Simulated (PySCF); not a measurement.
Compound: C6H9B2N.
Numbering: `[BH2:1][N:2]([BH2:3])[c:4]1[cH:5][cH:6][cH:7][cH:8][cH:9]1` (hydrogens: H10, H11 on B1; H12, H13 on B3; H14 on C5; H15 on C6; H16 on C7; H17 on C8; H18 on C9)

The calculation used PBE0-D3(BJ)/def2-SVP geometry optimisation, gas phase (PySCF).

(1) List the bond lengths, angles and torsions at this level.

Results:

(1) 
| bond | length (Å) |
| --- | --- |
| B1–N2, N2–B3 | 1.430 |
| N2–C4 | 1.430 |
| C4–C5, C4–C9 | 1.397 |
| C5–C6, C8–C9 | 1.393 |
| C6–C7, C7–C8 | 1.394 |
| B1–H10 and 3 like bonds | 1.205 |
| C5–H14, C9–H18 | 1.092 |
| C6–H15, C8–H17 | 1.093 |
| C7–H16 | 1.092 |

Bonds in one row agree within 0.01 Å and their mean is given. A selection of angles:
| angle | degrees |
| --- | --- |
| N2–B1–H10 | 118.5 |
| H10–B1–H11 | 122.1 |
| B1–N2–B3 | 120.3 |
| B1–N2–C4 | 119.8 |
| N2–C4–C5 | 120.4 |
| C5–C4–C9 | 119.4 |
| C4–C5–C6 | 120.2 |
| C4–C5–H14 | 119.4 |
| C6–C5–H14 | 120.4 |
| C5–C6–C7 | 120.3 |
| C5–C6–H15 | 119.5 |
| C7–C6–H15 | 120.1 |
| C6–C7–C8 | 119.5 |
| C6–C7–H16 | 120.2 |

Torsions: B1–N2–C4–C5 -127° (anticlinal). The mirror-image conformer, all signs reversed, is as good.

The 6-membered ring C4–C5–C6–C7–C8–C9 has internal angles of 119.4° to 120.3° (sum 720°, against 720° for a flat polygon); it is planar, 0.00 Å rms from its mean plane, widest ring torsion 0°. B1 (three-coordinate boron) is planar (angles 122.1°, 119.4° and 118.5°, sum 360.0°, 0.00 Å off the plane of its three neighbours). N2 (boron-bound nitrogen) is planar (angles 120.3°, 119.8° and 119.8°, sum 360.0°, 0.00 Å off the plane of its three neighbours). Of the pairs four or more bonds apart, C9···H11 is among the closest relative to their van der Waals radii: 2.89 Å, 100 % of the sum of Bondi's values.

Point group: C2 (every atom within 0.08 Å of its image). No PBE0-D3(BJ)/def2-SVP frequencies stand behind this structure, so it isn't proved a minimum.
